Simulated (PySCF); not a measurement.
A PySCF script (with the pyscf-properties extension) for the NMR shieldings of SMILES ClC(/C(=C\CB)C)Cl, C5H9BCl2, on a GFN2-xTB geometry:

```python
import basis_set_exchange as bse
import numpy as np
from pyscf import gto, dft
from pyscf.prop import nmr

atoms = """
B     2.578483   -0.155057    0.709785
C     1.620368   -0.467003   -0.501080
C     0.420556    0.416019   -0.617547
C    -0.786757    0.232210   -0.086219
C    -1.905158    1.214480   -0.265249
C    -1.110913   -0.965078    0.741500
Cl   -1.514346   -0.480894    2.416507
Cl   -2.492803   -1.875015    0.062788
H     2.457196    0.823494    1.334505
H     3.436798   -0.909120    0.952860
H     2.231338   -0.334396   -1.401271
H     1.337642   -1.521862   -0.507209
H     0.581505    1.329707   -1.174342
H    -2.260332    1.559047    0.704719
H    -1.574218    2.070813   -0.844689
H    -2.742398    0.744035   -0.778918
H    -0.283958   -1.669350    0.823788
"""
names = dict.fromkeys(["B", "C", "Cl", "H"], "pcSseg-1")
basis = {el: gto.basis.parse(bse.get_basis(n, elements=[el], fmt="nwchem")) for el, n in names.items()}
mol = gto.M(atom=atoms, basis=basis, charge=0, verbose=0)
mf = dft.RKS(mol, xc="PBE0")
mf.grids.level = 2
mf.grids.alignment = dft.numint.BLKSIZE   # the property module wants whole blocks of grid points
mf.conv_tol = 1e-9
mf.kernel()

calc = nmr.RKS(mf)   # GIAO
C = mf.mo_coeff
Co = C[:, mf.mo_occ > 0]
resp = mf.gen_response(singlet=True, hermi=2)
def vind(x):   # induced exchange potential for any number of trial vectors
    d = np.einsum("pi,xij,qj->xpq", C, 2 * x.reshape(-1, C.shape[1], Co.shape[1]), Co, optimize=True)
    return np.einsum("xpq,pi,qj->xij", resp(d - d.transpose(0, 2, 1)), C, Co, optimize=True).ravel()
mo1, _ = nmr.rhf.solve_mo1(calc, with_cphf=vind)
sigma = calc.kernel(mo1)
for i, s in enumerate(sigma):   # ppm
    w = np.linalg.eigvalsh((s + s.T) / 2)
    print("%2d %-2s iso %8.1f  s11 %8.1f  s22 %8.1f  s33 %8.1f" % (i, mol.atom_pure_symbol(i), w.mean(), *w))
```

Question: What does it print?

Answer: 
```
 0 B  iso      8.8  s11    -66.5  s22    -36.1  s33    129.0
 1 C  iso    150.0  s11    124.7  s22    160.3  s33    165.0
 2 C  iso     48.7  s11    -48.5  s22     51.8  s33    142.8
 3 C  iso     46.8  s11    -64.7  s22     59.5  s33    145.6
 4 C  iso    167.3  s11    152.0  s22    162.5  s33    187.5
 5 C  iso    103.2  s11     70.2  s22    113.2  s33    126.2
 6 Cl iso    665.5  s11    326.3  s22    635.6  s33   1034.5
 7 Cl iso    668.8  s11    345.8  s22    641.3  s33   1019.2
 8 H  iso     23.9  s11     14.8  s22     27.0  s33     29.9
 9 H  iso     23.7  s11     16.1  s22     26.4  s33     28.4
10 H  iso     29.6  s11     23.9  s22     29.2  s33     35.8
11 H  iso     28.7  s11     23.2  s22     30.3  s33     32.5
12 H  iso     25.6  s11     22.9  s22     24.6  s33     29.3
13 H  iso     29.2  s11     23.9  s22     29.8  s33     33.8
14 H  iso     30.2  s11     26.0  s22     28.7  s33     35.9
15 H  iso     29.2  s11     23.8  s22     29.7  s33     34.0
16 H  iso     25.3  s11     21.2  s22     23.7  s33     31.0
```

These numbers come from an equivalent density-fitted implementation of the same equations, which agrees with the script to about 0.01 ppm for H and up to a few tenths of a ppm for heavy atoms, so last digits may differ.

Size and cost of the density-fitted run: 195 basis functions, 44 s wall time on 1 thread of an Intel Xeon, shared host; peak memory 0.86 GiB.
